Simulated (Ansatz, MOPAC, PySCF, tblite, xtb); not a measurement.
Potential energy curve for AlO (cation, charge +1), lowest triplet found (which spin is the ground state isn't settled by this scan).

- GFN2-xTB, 300 K electronic temperature (tblite)
- FCI = full CI/cc-pVDZ, frozen core run with Ansatz (an electronic-structure program)
- UKS-PBE0 = unrestricted PBE0/cc-pVDZ run with Ansatz
- UKS-CAM-B3LYP = unrestricted CAM-B3LYP/cc-pVDZ (Ansatz)
- UKS-PBE = unrestricted PBE/cc-pVDZ run with Ansatz
- AM1, unrestricted, heats of formation (MOPAC)
- GFN1-xTB (xtb)
- UKS-B3LYP/6-31G* = unrestricted B3LYP/6-31G*, spherical d in PySCF
- UKS-B3LYP/3-21G = unrestricted B3LYP/3-21G run with PySCF 2.14.0
- UKS-B3LYP/LANL2DZ = unrestricted B3LYP/LANL2DZ, with its core potentials past Ne (PySCF)

Minimum and curvature come from a quartic fit to the scan points round the minimum, the wavenumber from the most abundant isotopes. The energy at the longest distance isn't given for restricted levels, nor where a curve turns over.

```tsv
method	R at the minimum / Å	force constant / mdyn Å⁻¹	E(2.23 Å) − E(min) / eV	harmonic wavenumber / cm⁻¹
GFN2-xTB	1.655	4.04	1.743	826
FCI	1.814	2.53	0.457	654
UKS-PBE0	1.798	2.80	0.615	688
UKS-CAM-B3LYP	1.788	2.87	0.631	697
UKS-PBE	1.819	2.66	0.636	670
AM1	1.701	6.05	1.556	1010
GFN1-xTB	1.685	3.34	1.338	751
UKS-B3LYP/6-31G*	1.770	3.02	0.725	714
UKS-B3LYP/3-21G	1.831	2.46	0.493	644
UKS-B3LYP/LANL2DZ	1.846	2.08	0.391	593
```

The scan ran from 1.35 to 6.40 Å; beyond the distances shown full CI changes its symmetry label.
